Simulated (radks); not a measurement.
Results of a calculation; reference values are marked as such.
Task: All-electron atom: W60+ in [Ne] 3s2 3p2 (the NIST ground configuration). Level of theory: non-relativistic Kohn-Sham, PBE, spin-polarised, spherical densities, point nucleus; open shells are filled with parallel spins first (spin-orbit coupling, left out, can overturn this in heavy ions); relativity is left out, which matters for an element this heavy (a radial shooting solver on a logarithmic mesh with Libxc functionals). Some entries of the table are withheld. Estimate them.

orbital  occ.  eigenvalue (eV)  <r^2> (bohr^2)
1s up       1        -68527.48       0.0005595
1s down     1        -68520.36       0.0005594
2s up       1              (1)        0.008508
2s down     1              (2)        0.008500
2p up       3        -14648.70        0.006270
2p down     3        -14640.88        0.006267
3s up       1              (3)         0.04552
3s down     1              (4)         0.04564
3p up       2              (5)         0.04106
3p down     0              (6)         0.04113

Result: 
(1) 2s up eigenvalue (eV): -15020.61
(2) 2s down eigenvalue (eV): -15014.88
(3) 3s up eigenvalue (eV): -6221.958
(4) 3s down eigenvalue (eV): -6196.217
(5) 3p up eigenvalue (eV): -6082.684
(6) 3p down eigenvalue (eV): -6056.579
